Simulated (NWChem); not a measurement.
C$_{5}$H$_{5}$F; SMILES C#C/C=C(/C)F

```xyz
11

C      0.1694     2.7670     0.0000
C     -0.2484     1.6271     0.0000
C     -0.7770     0.3112     0.0000
C     -0.0301    -0.8060     0.0000
C     -0.5135    -2.2067     0.0000
F      1.2975    -0.7150     0.0000
H      0.5487     3.7719     0.0000
H     -1.8639     0.1916     0.0000
H     -0.1336    -2.7404    -0.8862
H     -0.1336    -2.7404     0.8862
H     -1.6094    -2.2491     0.0000
```
Atoms are numbered in this order, from 1.

All runs: NWChem. STO-3G and 3-21G are far too small for this property and stand as cheap habits. Structure relaxed at the PBE0/def2-SVP level. GIAO values for the isolated, static molecule; σ is the absolute isotropic shielding, δ = σ(reference) − σ with the isolated reference molecule computed at the same levels (13C: tetramethylsilane, 1H: tetramethylsilane).

```json
[
 {"level": "PBE/pcSseg-1", "δ C2 (ppm)": "80.3", "δ C3 (ppm)": "90.1", "δ C4 (ppm)": "177.4", "δ C5 (ppm)": "20.8", "δ H7 (ppm)": "3.05", "δ H8 (ppm)": "4.64", "δ H9 (rotor mean) (ppm)": "1.90"},
 {"level": "Hartree-Fock/STO-3G", "δ C2 (ppm)": "56.6", "δ C3 (ppm)": "96.8", "δ C4 (ppm)": "144.5", "δ C5 (ppm)": "22.3", "δ H7 (ppm)": "4.15", "δ H8 (ppm)": "4.80", "δ H9 (rotor mean) (ppm)": "1.75"},
 {"level": "BHandHLYP/pcSseg-1", "δ C2 (ppm)": "___", "δ C3 (ppm)": "93.9", "δ C4 (ppm)": "___", "δ C5 (ppm)": "___", "δ H7 (ppm)": "___", "δ H8 (ppm)": "4.61", "δ H9 (rotor mean) (ppm)": "___"},
 {"level": "LDA (Slater exchange, VWN5)/pcSseg-1", "δ C2 (ppm)": "85.9", "δ C3 (ppm)": "93.9", "δ C4 (ppm)": "183.4", "δ C5 (ppm)": "20.4", "δ H7 (ppm)": "3.02", "δ H8 (ppm)": "4.73", "δ H9 (rotor mean) (ppm)": "1.91"}
]
```

Q: What belongs in the gaps?

A: 
- BHandHLYP/pcSseg-1, δ C2 (ppm): 75.3
- BHandHLYP/pcSseg-1, δ C4 (ppm): 180.0
- BHandHLYP/pcSseg-1, δ C5 (ppm): 19.9
- BHandHLYP/pcSseg-1, δ H7 (ppm): 3.27
- BHandHLYP/pcSseg-1, δ H9 (rotor mean) (ppm): 1.96
